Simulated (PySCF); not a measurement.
# ethylbenzene: calculation against experiment

**Experimental background.**

From NIST CCCBDB Release 22 (SRD 101), experimental dipoles, for the gas: dipole moment (dielectric constant against temperature) 0.59 D.

The results are set against them at the end.

Ethylbenzene, C8H10.
SMILES with atom numbers: `[CH3:1][CH2:2][c:3]1[cH:4][cH:5][cH:6][cH:7][cH:8]1` (hydrogens: H9, H10, H11 on C1; H12, H13 on C2; H14 on C4; H15 on C5; H16 on C6; H17 on C7; H18 on C8)

Structure used (GFN2-xTB), in Å, numbered top down from 1:
```
atom  x, y, z in Å
C1    -2.3883   -0.4635   -0.6435
C2    -1.6556    0.1396    0.5566
C3    -0.1724    0.1466    0.3164
C4     0.6075   -0.9452    0.6756
C5     1.9666   -0.9581    0.4177
C6     2.5650    0.1229   -0.2062
C7     1.7966    1.2149   -0.5712
C8     0.4377    1.2246   -0.3119
H9    -3.4622   -0.4692   -0.4712
H10   -2.1832    0.1151   -1.5416
H11   -2.0577   -1.4857   -0.8136
H12   -1.8842   -0.4470    1.4491
H13   -2.0100    1.1598    0.7182
H14    0.1448   -1.7911    1.1647
H15    2.5608   -1.8138    0.7044
H16    3.6265    0.1145   -0.4059
H17    2.2578    2.0613   -1.0595
H18   -0.1584    2.0806   -0.5966
```

Runs made with PySCF (gas phase, on this GFN2-xTB geometry; no spin–orbit coupling):

| level | job | basis functions |
| --- | --- | --- |
| B3LYP/pcSseg-1 | shieldings, ring-centre shieldings | 186 |
| B97-D/cc-pVDZ, grid level 1 | shieldings, ring-centre shieldings | 162 |
| revPBE/IGLO-II, grid level 3 | shieldings, ring-centre shieldings | 236 |
| wB97X-D/def2-SVPD | 8 singlets by full TDDFT, 3 Tamm–Dancoff triplets, polarisability | 240 |
| revPBE/pcseg-1 | spin–spin couplings from 18 perturbed nuclei, spin–dipole term left out | 162 |

Results beside the measurements:

**Dipole moment.** Measured: 0.59 D (NIST CCCBDB Release 22 (SRD 101), experimental dipoles).

```json
{"level": "B3LYP/pcSseg-1", "computed (D)": "0.38", "computed − measured (D)": "-0.21", "% (from the printed values)": "-36"}
{"level": "B97-D/cc-pVDZ", "computed (D)": "0.37", "computed − measured (D)": "-0.22", "% (from the printed values)": "-37"}
{"level": "revPBE/IGLO-II", "computed (D)": "0.38", "computed − measured (D)": "-0.21", "% (from the printed values)": "-36"}
{"level": "wB97X-D/def2-SVPD", "computed (D)": "0.41", "computed − measured (D)": "-0.18", "% (from the printed values)": "-31"}
{"level": "revPBE/pcseg-1", "computed (D)": "0.43", "computed − measured (D)": "-0.16", "% (from the printed values)": "-27"}
```

Closest is revPBE/pcseg-1 (-0.16 D), furthest B97-D/cc-pVDZ (-0.22 D); one molecule doesn't rank methods. All 5 levels lie below the measurement. The computed dipoles belong to one fixed geometry; measured ones are averaged over vibrations unless marked μe. Magnitudes are compared, not signs.

The geometry is computed, not the measured one. Where a level misses, the cause wasn't examined.
